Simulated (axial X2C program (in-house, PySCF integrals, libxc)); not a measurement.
# Worked dissociation energy of RuS⁻: PBE0, spin-free

Computed with an in-house all-electron X2C program for linear molecules (integrals from PySCF). Spin-free means the one-electron spin-free X2C Hamiltonian. Basis: Ru dyall-acv3z [13s13p9d5f3g], S dyall-av3z [9s8p3d2f] (cores contracted in-house); Gaussian nuclei, density fitting, unrestricted open shells. Masses: Ru 101.904 u, S 31.972 u.

Molecular state: M_S = 3/2, Λ = 2 (beyond evenly filled blocks: π+α, π-α, δ+α, δ+β, δ-α).

* E(Ru) (2M_S = 4, M_L = 2): -4530.051908 hartree
* E(S-) (2M_S = 1, M_L = 0): -399.153652 hartree
* E(RuS⁻) at Re: -4929.329227 hartree
* ωe: 472.1 cm⁻¹
* ωexe: 1.81 cm⁻¹

Task: Work out De and D0.

Result: De = -4530.051908 + (-399.153652) − (-4929.329227) = 0.12367 hartree = 3.365 eV. The zero-point energy is ωe/2 − ωexe/4 = 236 cm⁻¹ = 0.029 eV, so D0 = 3.336 eV.

The state is one determinant whose occupation by symmetry is held fixed; it was picked as the lowest of a PBE0 search that is not exhaustive. De is counted from the lowest determinant-based energies of the atoms at the same level, without counterpoise correction. PBE0 can misorder states that lie within some tenths of an eV, so this need not be the ground state of the molecule. The nearest other spin-free determinant of the search, M_S = 5/2, Λ = 2, lies 0.37 eV up at the distance of the search. Without a current term, density functionals place determinants with orbital angular momentum somewhat too high. The highest occupied level of some functionals is positive through self-interaction error; at Hartree–Fock it is bound.

Each atomic determinant is the lowest at this level and need not be a pure term. Totals compare only within one Hamiltonian and basis.
